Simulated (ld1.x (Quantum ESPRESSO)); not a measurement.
## Configuration tests for Si (Z = 14) (ultrasoft)

Si, ultrasoft, made with ld1.x (Quantum ESPRESSO) 7.5 (PBE, non-relativistic). Core [Ne], reference 3s1.5 3p2.5. Waves: 3s (bound): rcut 1.70, rcutus 1.85 bohr; 3s channel at 1.2 Ry: rcut 1.70, rcutus 1.85 bohr; 3p (bound): rcut 1.40, rcutus 1.95 bohr; 3p channel at 0.15 Ry: rcut 1.40, rcutus 1.95 bohr; 3d channel at 0.3 Ry: rcut 1.55, rcutus 1.80 bohr. Local part: all-electron potential smoothed inside 1.85 bohr (lloc = -1). Core correction: a·sin(br)/r model core inside 0.85 bohr. Augmentation charge: PSQ, inside the norm-conserving radii.

Energies are relative to the spin-unpolarised reference configuration 3s1.5 3p2.5; without spin polarisation the order of configurations can differ from experiment.

```
valence configuration  charge  ΔE all-electron (eV)  error AE − PS (meV)
              3s2 3p2       0                -3.360                 -0.5
              3s2 3p1      +1                 4.391                 -0.1
              3s2 3p0      +2                20.396                 +0.3
              3s0 3p4       0                10.304                 -4.6
            3s2 3p1.5    +0.5                -0.433                 -0.4
            3s2 3p2.3    -0.3                -4.293                 -0.6
              3s1 3p0      +3                54.298                  -12
```

Levels in the configuration 3s2 3p2.3:

```tsv
level	all-electron (eV)	pseudo (eV)
3s	-8.659	-8.657
3p	-2.160	-2.160
```
